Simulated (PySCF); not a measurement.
**How methods differ on the excitation energy of Se²⁺**

Se²⁺ [Ar] 3d10 4s2 4p2 (3P) → Se²⁺ [Ar] 3d10 4s1 4p3 (5S), as a difference of total energies. All numbers are calculated (PySCF 2.14, no relativity, point nucleus, in dyall-av2z). Correlated levels: valence: [Ar] 3d10 frozen; virtual orbitals above 40 to 60 times the deepest correlated orbital energy dropped. The calculations carry no spin-orbit coupling.

```
           method  excitation energy (eV)
              UHF                   5.771
              LDA                   8.549
              PBE                   8.301
             PBE0                   7.835
           r2SCAN                   7.350
          r2SCAN0                   7.199
             PW91                   8.293
             TPSS                   7.994
            HSE06                   7.939
    MP2 (valence)                   6.658
SCS-MP2 (valence)                   7.043
```

**Question.** How much does correlation contribute at MP2 (valence)?

**Answer.** 6.658 − (5.771) = 0.887 eV, measured against UHF.

A first-order spin-orbit estimate (lowest level to lowest level, LS coupling) adds 0.264 eV.
